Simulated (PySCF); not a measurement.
A species of formula C6H13N3Si has this rotational fingerprint, computed with PBE0/pcSseg-1 in PySCF (dipole) on a GFN2-xTB geometry, gas phase:

| Property | Result |
| --- | --- |
| Rotational constants | A = 2560, B = 655.8, C = 593.5 MHz |
| Dipole components | \|μa\| = 1.04 D, \|μb\| = 0.18 D, \|μc\| = 0.07 D |
| Inertial defect | -116.50 u·Å² |
| κ | -0.94 |

Task: Which candidate fits, each taken in the one conformer that was computed?
A. `[CH3:1][CH2:2][C@H:3]([CH3:4])[n:5]1[n:6][cH:7][c:8]([SiH3:9])[n:10]1` with C1–C2–C3–C4 -176°, C2–C3–N5–N6 -121°
B. `[CH3:1][c:2]1[n:3][n:4][n:5]([SiH:6]([CH3:7])[CH3:8])[c:9]1[CH3:10]` with N4–N5–Si6–C7 109°
C. `n1cc([SiH3])nn1C(C)(C)C`
D. `c1nc(C)n(n1)[Si](C)(C)C`
E. `Cc1nnc([Si](C)(C)C)[nH]1`

Result: C. It is CC(C)(C)n1ncc([SiH3])n1, a near-prolate asymmetric top, point group C1. The candidates at the same level (rigid rotor, commonest isotopes):

```json
{"SMILES": "Cc1nnn([SiH](C)C)c1C", "A (MHz)": "2088", "B (MHz)": "778.9", "C (MHz)": "626.9", "μa (D)": "1.56", "μb (D)": "4.00", "μc (D)": "0.60", "Δ (u·Å²)": "-84.71", "point group": "C1", "rotor": "asymmetric top"}
{"SMILES": "CC[C@H](C)n1ncc([SiH3])n1", "A (MHz)": "2000", "B (MHz)": "644.3", "C (MHz)": "630.3", "μa (D)": "0.96", "μb (D)": "0.07", "μc (D)": "0.29", "Δ (u·Å²)": "-235.22", "point group": "C1", "rotor": "near-prolate asymmetric top"}
{"SMILES": "Cc1ncnn1[Si](C)(C)C", "A (MHz)": "1670", "B (MHz)": "938.9", "C (MHz)": "754.4", "μa (D)": "3.11", "μb (D)": "1.78", "μc (D)": "0.04", "Δ (u·Å²)": "-171.01", "point group": "C1", "rotor": "asymmetric top"}
{"SMILES": "Cc1nnc([Si](C)(C)C)[nH]1", "A (MHz)": "2137", "B (MHz)": "655.2", "C (MHz)": "603.2", "μa (D)": "0.89", "μb (D)": "5.29", "μc (D)": "0.00", "Δ (u·Å²)": "-170.03", "point group": "Cs", "rotor": "near-prolate asymmetric top"}
{"SMILES": "CC(C)(C)n1ncc([SiH3])n1", "A (MHz)": "2560", "B (MHz)": "655.8", "C (MHz)": "593.5", "μa (D)": "1.04", "μb (D)": "0.18", "μc (D)": "0.07", "Δ (u·Å²)": "-116.50", "point group": "C1", "rotor": "near-prolate asymmetric top"}
```

`Cc1ncnn1[Si](C)(C)C` has B 43 % too high; `CC[C@H](C)n1ncc([SiH3])n1` has A 22 % too low; `Cc1nnc([Si](C)(C)C)[nH]1` has A 16 % too low; `Cc1nnn([SiH](C)C)c1C` has B 19 % too high. No structure here is proved a minimum.
